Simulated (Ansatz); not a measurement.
`O=C=[N][Ge]([F])([F])[F]` and `N#[C][Ge]([F])([F])[F]` differ in one atom or group.

Ansatz, PBE0-D4/def2-TZVP geometries, multiplicity 1. Each molecule was computed in one conformer, which needn't be the lowest.

Scalar relativity is left out up to krypton.

| property | `O=C=[N][Ge]([F])([F])[F]` |
| --- | --- |
| size of the dipole moment (PBE/def2-TZVPP) / D | 0.64 |
| HOMO–LUMO gap (B3LYP/def2-TZVPP) / eV | 7.94 |
| LUMO energy (PBE/def2-TZVPP) / eV | -2.50 |
| HOMO–LUMO gap (PBE0/def2-TZVPP) / eV | 8.59 |
| HOMO energy (ωB97M-V/def2-TZVPP) / eV | -12.24 |
| HOMO–LUMO gap (ωB97M-V/def2-TZVPP) / eV | 13.04 |

Task: What does the change do to each property? (Estimate.)

Result: The calculation gave: 
| property | `N#[C][Ge]([F])([F])[F]` | shift |
| --- | --- | --- |
| size of the dipole moment (PBE/def2-TZVPP) / D | 0.86 | 0.22 |
| HOMO–LUMO gap (B3LYP/def2-TZVPP) / eV | 9.08 | 1.14 |
| LUMO energy (PBE/def2-TZVPP) / eV | -2.67 | -0.17 |
| HOMO–LUMO gap (PBE0/def2-TZVPP) / eV | 9.62 | 1.03 |
| HOMO energy (ωB97M-V/def2-TZVPP) / eV | -13.67 | -1.43 |
| HOMO–LUMO gap (ωB97M-V/def2-TZVPP) / eV | 14.18 | 1.14 |

With PBE0 the HOMO falls by 1.34 eV and the LUMO falls by 0.32 eV, so the gap widens by about 1.02 eV. PBE moves the HOMO by -1.20 eV and ωB97M-V by -1.43 eV. Dipoles are sizes alone; their direction can turn.

B3LYP here is the variant with VWN-RPA as its local correlation; programs differ in this.
